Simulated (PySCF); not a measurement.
Task: What does the PBE0-D3(BJ)/def2-SVP structure of `C=C(Cl)COCCO` look like in three dimensions?

Result: 
Z-matrix in Å and degrees, rows numbered from 1:
```
C 
C   1  1.3293
Cl  2  1.7380  1  121.98
C   2  1.4974  1  125.81  3   179.64
O   4  1.3903  2  110.17  1     2.62
C   5  1.4052  4  114.37  2  -176.80
C   6  1.5105  5  106.72  4  -171.52
O   7  1.3963  6  111.20  5    60.49
H   1  1.0904  2  121.51  3     0.28
H   1  1.0906  2  118.69  3  -179.31
H   4  1.1101  2  108.54  1  -119.63
H   4  1.1102  2  108.83  1   125.18
H   6  1.1081  5  110.14  4   -52.65
H   6  1.1086  5  111.09  4    67.07
H   7  1.1014  6  109.54  5   179.91
H   7  1.1094  6  108.53  5   -63.22
H   8  0.9654  7  105.90  6   -50.43
```

H17 on O8 lies 2.30 Å from O5, 4 bonds away (angle at H 109°; Bondi radii sum to 2.72 Å). O5 (ether oxygen) is bent (angle 114.4°). Of the pairs four or more bonds apart, those above aside, O5···H10 is among the closest relative to their van der Waals radii: 2.41 Å, 89 % of the sum of Bondi's values. The 3 C–C bonds span 1.329 Å (C1=C2, drawn double) to 1.510 Å (C6–C7, drawn single), a spread of 0.181 Å.

Computed, not measured: PBE0-D3(BJ)/def2-SVP geometry optimisation, gas phase in PySCF 2.14.0.

Point group: C1 (no symmetry element, even within 0.4 Å). Not checked by PBE0-D3(BJ)/def2-SVP frequencies. The numbers are those of one conformer (C1–C2–C4–O5 3°, C2–C4–O5–C6 -177°, C4–O5–C6–C7 -172°, O5–C6–C7–O8 60°, C6–C7–O8–H -50°).

Time: 73 s; peak memory 0.65 GiB. Hardware: Intel Xeon Platinum 8488C, one thread, no GPU, shared host. This is the geometry optimisation.
